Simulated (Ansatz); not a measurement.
Ansatz (a quantum-chemistry and plane-wave program) input (BLYP/def2-TZVPD):

Ansatz 0.2 input:
```yaml
crystal:
  periodic: [false, false, false]
  atoms:
    - {symbol: O, position_ang: [-1.29736548, 0.95437683, 0.35818968]}
    - {symbol: C, position_ang: [-0.86902835, 0.07029536, -0.36861758]}
    - {symbol: B, position_ang: [0.67256538, -0.14630227, -0.45264912]}
    - {symbol: F, position_ang: [1.53000965, -0.76070056, 0.29653957]}
    - {symbol: H, position_ang: [-1.53981979, -0.47897051, -1.05942239]}
basis:
  gaussian:
    orbitals: def2-TZVPD
hamiltonian:
  xc: {name: BLYP}
magnetization: {spin_polarized: true, initial_magnetization: 1}
output: {forces: true}
```

End of the output:

```
integrals: 0.05 GiB planned
771 factors; their error is unknown
mean field: 0.62 GiB planned
mean field evaluation 1: about -6482.2894 eV, gradient 5.1e1 eV
mean field evaluation 2: about -6250.1413 eV, gradient 1.7e2 eV
mean field evaluation 4: about -6486.9991 eV, gradient 4.4e1 eV
mean field evaluation 8: about -6493.9200 eV, gradient 4.2e-1 eV
mean field evaluation 16: about -6493.9099 eV, gradient 3.6e-4 eV
mean field -6493.90986779 eV, -238.6467859111 hartree, gradient 1.3e-5 eV, S^2 0.758812; 0 other end points of the search recorded, 0 dependent functions left out
the calculation of the forces begins
reference -6493.91020466 eV, -238.6467982909 hartree; 15, 14 occupied and 148, 149 virtual orbitals, 771 factors
Total energy: -6493.91020466 eV, -238.6467982909 hartree
Atom 0 at    -1.297365     0.954377     0.358190 Å, force    -0.381404     0.870749     0.743568 eV/Å
Atom 1 at    -0.869028     0.070295    -0.368618 Å, force     0.338357    -0.672629    -0.601354 eV/Å
Atom 2 at     0.672565    -0.146302    -0.452649 Å, force    -0.255072     0.167831    -0.262553 eV/Å
Atom 3 at     1.530010    -0.760701     0.296540 Å, force     0.438282    -0.228156     0.305081 eV/Å
Atom 4 at    -1.539820    -0.478971    -1.059422 Å, force    -0.140162    -0.137796    -0.184742 eV/Å
Dipole moment:     0.169428    -0.360601    -0.243476 e Å
```

It need not be the lowest isomer of its formula.
